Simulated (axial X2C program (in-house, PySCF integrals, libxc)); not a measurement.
Which molecule has these constants?

All values come from calculations with an axial X2C code built on PySCF integrals, spin-free (one-electron X2C) or two-component (2c: spin–orbit coupling with atomic mean-field Coulomb and Gaunt terms, which also bring small scalar terms), in Dyall basis sets with cores contracted in-house; open shells are unrestricted.

A two-component PBE0 calculation in a Dyall 3-zeta basis gave Re = 3.644 Å, ωe = 75.0 cm⁻¹, dipole magnitude 5.71 D, Ω = 2.

Problem. Which molecule is it?
A. RbIn
B. RbNb
C. RbTe
D. RbSb
E. RbSr

Solution. B. The others have RbSb 3.434 Å and 108.7 cm⁻¹ (Ω = 1); RbIn 3.857 Å and 71.4 cm⁻¹ (Ω = 0); RbSr 4.631 Å and 44.9 cm⁻¹ (Ω = 1/2); RbTe 3.291 Å and 124.6 cm⁻¹ (Ω = 3/2).

Each entry is the lowest single determinant of a limited PBE0 search at one distance. De goes to single-determinant-based atoms at the same level (for ions the charge split of lowest energy) and is withheld (n/a) where an atom does not fit its ground term or J level. Main or longest-lived isotopes. One determinant is a doubtful description, or other states lie close, for RbNb, RbSb, RbIn, RbTe; these need not be ground states, and all values refer to the states named. Some open-shell Ω = 0 determinants are out of reach, so the Ω given for RbNb, RbSb need not be the lowest component. With several unpaired electrons the Ω given is that of one determinant, not necessarily of the lowest component. The functionals have no current term, which raises determinants with orbital currents. Where the atoms have a lower orbital projection than the molecule, De at mean-field level may be about a tenth of an eV too small.
